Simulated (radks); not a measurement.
Values are calculated unless marked as measured or tabulated.
Problem. The mean radii <r> (bohr) of the occupied orbitals of an atom or ion are listed with their occupations. Level of theory: Dirac Kohn-Sham, LDA (Slater exchange, Perdew-Wang correlation), spin-unpolarised, spherical densities, point nucleus (a radial shooting solver on a logarithmic mesh with Libxc functionals).

orbital  occ.      <r>
1s1/2       2  0.01933
2s1/2       2  0.08128
2p1/2       2  0.06743
2p3/2       4  0.07504
3s1/2       2   0.2123
3p1/2       2   0.2021
3p3/2       4   0.2164
3d3/2       4   0.1899
3d5/2       6   0.1943
4s1/2       2   0.4781
4p1/2       2   0.4851
4p3/2       4   0.5181
4d3/2       4   0.5412
4d5/2       6   0.5528
5s1/2       2    1.169
5p1/2       2    1.309
5p3/2       4    1.420
4f5/2       6   0.7133
4f7/2       8   0.7287
6s1/2       2    3.237

Name the element and its charge. Open shells, if any, fill j = l - 1/2 first.

Solution. Z = 71, lutetium, charge +1: Lu+ in [Xe] 4f14 6s2. The 1s radius gives Z: for a bare nucleus <r> = (2 gamma + 1)/(2Z) with gamma = sqrt(1 - (Z/c)^2), 0.01909 bohr for Z = 71, and screening makes it slightly larger (0.01933 here). The occupations add up to 70, and the charge is Z minus that.
